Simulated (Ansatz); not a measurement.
Species: [W(Cl)3(F)3] (charge 0, multiplicity 1).

Task: Give a relaxed geometry from r2SCAN-D4/def2-SVP run with Ansatz (an electronic-structure program).

Result: the end point of this relaxation.
Cartesian coordinates (Å) in one orientation:
```xyz
7

W     -0.020     0.023     0.049
Cl     1.284     1.256     1.470
Cl    -0.893    -1.238     1.748
Cl    -1.739     1.532     0.120
F      0.712     0.931    -1.405
F      1.366    -1.209    -0.147
F     -0.969    -0.996    -1.190
```
